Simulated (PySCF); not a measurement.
Level of theory: PySCF with PBE-D3(BJ)/def2-TZVP // B3LYP-D3(BJ)/def2-TZVP. Isolated molecules, 0 K electronic values unless said otherwise. 

Reference species (SMILES): `[SiH3]Cl` (neutral, multiplicity 1).

```
Item            Value
-------------  ------
dipole moment  1.23 D
```

Changed species: `Cl[SiH2]Br` (whole molecule; the reference has whole molecule).

Q: Predict the effect on the dipole moment.

A: the dipole moment decreases by 0.16 D, to 1.07 D.
